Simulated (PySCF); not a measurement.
(1R)-1-chloro-1-fluoro-2-methylpropane (C₄H₈ClF), SMILES CC(C)[C@H](F)Cl.

Coordinates come from a PBE0-D3(BJ)/def2-SVP optimisation. The values are those of a single conformer.

Calculation: PBE/def2-TZVP run with PySCF.

- total energy: -716.90266 hartree
- highest occupied level: -7.13 eV
- lowest empty level: -0.28 eV
- orbital gap: 6.85 eV
- dipole moment: 2.09 D
- quadrupole, principal values (traceless, Buckingham form, about the centre of nuclear charge): -2.96, -0.04, 3.00 D·Å
- mean static polarisability: 63.7 bohr³ (9.44 Å³)
- polarisability, principal values: 59.9, 61.8, 69.4 bohr³
